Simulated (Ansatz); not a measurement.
`FBCF` + H₂Se → `FB[SeH]` + `CF` at 400 K and 1 bar (ligand exchange at a B–C bond).

Gas-phase electronic energies from Ansatz, PBE0-D4/def2-TZVP geometries. CCSD(T)/CBS is the MP2 limit (def2-TZVPP, def2-QZVPP) plus CCSD(T) − MP2 in def2-TZVPP, frozen cores. This one scheme is used for every species. For Se outer-core shells are correlated without core-valence functions, which leaves a few kJ/mol of doubt a bond. Scalar relativity is left out up to krypton. One conformer a species, not always the lowest.

| species | CCSD(T)/CBS energy (Eh) | H − E (kJ/mol) | S (J/(mol·K)) |
| --- | --- | --- | --- |
| `FBCF` | -264.27174 | 139.6 | 308.9 |
| H₂Se | -2401.89790 | 49.4 | 229.5 |
| `FB[SeH]` | -2526.56401 | 81.4 | 299.9 |
| `CF` | -139.63461 | 117.5 | 234.3 |

H − E and S are ideal-gas, rigid-rotor, harmonic terms from PBE0-D4/def2-TZVP, for one conformer and one mirror image of each species. 1 Eh = 2625.50 kJ/mol, R = 8.31446 J/(mol·K).

Task: By hand: ΔE, ΔH, ΔS and ΔG.

Result: ΔE = (-2526.56401) + (-139.63461) − (-264.27174) − (-2401.89790) = -0.02898 Eh = -76.1 kJ/mol. Δ(H − E) = 81.4 + 117.5 − 139.6 − 49.4 = 9.9, so ΔH = -66.2 kJ/mol. ΔS = 299.9 + 234.3 − 308.9 − 229.5 = -4.2 J/(mol·K). ΔG = -66.2 − 400 × (-4.2)/1000 = -64.5 kJ/mol.

Task: By hand: the equilibrium constant, and the temperature at which ΔG would vanish if ΔH and ΔS stayed fixed.

Result: log₁₀ K = −ΔG/(RT ln 10) = 8.4. ΔG = 0 at ΔH/ΔS = 15762 K, far beyond where these terms or the molecules hold.

The number of gas molecules stays the same, so ΔS is small and ΔH decides. A doubt of 5 kJ/mol in ΔE shifts log₁₀ K by 0.7 here. Other conformers and mirror images would add mixing entropy, several J/(mol·K) or more a flexible species. These are equilibria of isolated gas molecules and say nothing of rates. Largest T1 diagnostic: 0.012 (customary marks: 0.02 for closed shells, 0.045 for open ones).
